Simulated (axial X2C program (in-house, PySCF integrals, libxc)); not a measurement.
Nuclear properties of GaOGa

Calculated with an in-house all-electron X2C program for linear molecules (integrals from PySCF): two-component X2C with atomic mean-field Coulomb and Gaunt terms, Gaussian nuclei, basis Ga dyall-v3z, O dyall-av3z with contracted cores.

Ga–O–Ga held linear, with bonds 1.800 and 1.800 Å (near the PBE0 minimum at charge 0 of the determinant lowest at the starting distance; the state shown can have its own minimum elsewhere, held linear; other orders of the atoms were not compared).

Determinant lowest in the PBE0 search, Ω = 0 (closed shell), highest spinor 36% Ga p, 31% Ga s, 30% O p:

| level | qzz Ga (a.u.) | qzz O (a.u.) |
| --- | --- | --- |
| PBE0 | -3.05 | 0.36 |
| HF | -3.31 | 0.37 |
| PBE | -2.92 | 0.32 |

qzz is the electric field gradient, eQq0 = 234.96 MHz × Q/barn × qzz. The operators were transformed with the bare-nucleus X2C matrices; with these basis sets, hyperfine constants and field gradients can be off by tens of per cent, and where levels differ in sign neither size nor sign is settled.

Q: With Q(69Ga) = 0.171 barn, Q(17O) = -0.02558 barn (Q from Pyykkö, Mol. Phys. 2018), turn the PBE0 values of the first state into constants in MHz.

A: eQq0(69Ga) = 234.96 × (0.171) × (-3.05) = -123 MHz; eQq0(17O) = 234.96 × (-0.02558) × (0.36) = -2.16 MHz.

The molecule was held linear; bending was not examined, so a bent shape may lie lower.

Each state is one determinant with collinear spin. The search compared states at one distance, so a state with another bond length can lie lower.
